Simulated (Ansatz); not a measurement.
Reaction (ligand exchange at a Ta–Cl bond): `[NH]=[Ta]([NH2])([F])[Cl]` + NH₃ → `[NH]=[Ta]([NH2])([NH2])[F]` + HCl

Calculated with Ansatz (gas phase, PBE0-D4/def2-TZVP geometries, no zero-point term in ΔE). CCSD(T)/CBS is the MP2 limit (def2-TZVPP, def2-QZVPP) plus CCSD(T) − MP2 in def2-TZVPP, frozen cores. This one scheme is used for every species. DFT in def2-TZVPP. HSE06 is defined as in plane-wave codes. Elements past krypton have def2 core potentials. For Ta outer-core shells are correlated without core-valence functions, which leaves a few kJ/mol of doubt a bond. One conformer a species, not always the lowest.

| level | ΔE (kJ/mol) |
| --- | --- |
| BHLYP-D4 | 85.3 |
| HSE06 | 85.3 |
| CAM-B3LYP | 79.3 |
| HF/def2-QZVPP | 88.5 |

What does CCSD(T)/CBS give? (An estimate is asked.)

Ansatz gave: +81.4 kJ/mol. The listed levels differ from it by 3.9, 3.9, -2.1, 7.1 kJ/mol.

What do rigid-rotor, harmonic-oscillator terms from PBE0-D4/def2-TZVP frequencies (298.15 K, 1 bar) make of the CCSD(T)/CBS value? (Best estimate.)

Computed: ΔZPE = -10.8 kJ/mol, ΔH = +71.0 kJ/mol, ΔS = -4 J/(mol·K), ΔG = +72.2 kJ/mol.

Largest T1 diagnostic among the species: 0.018.

Leaving LDA and LC-ωPBE aside and taking each functional with its dispersion term where it has one, the values, not all of them listed here, spread over 11.5 kJ/mol, from CAM-B3LYP-D4 to B97M-V. LDA lies −6.9 kJ/mol from PBE without D4. From BLYP to BHLYP (50 % exact exchange), in def2-TZVPP and without D4, ΔE moves by +3.6 kJ/mol. At CCSD(T), def2-SVP lies −4.4 kJ/mol from the extrapolated value and def2-TZVPP −1.3 kJ/mol.

CCSD(T)/CBS has its own doubt, a few kJ/mol and more with outer-core shells, so smaller differences from it don't rank the levels.
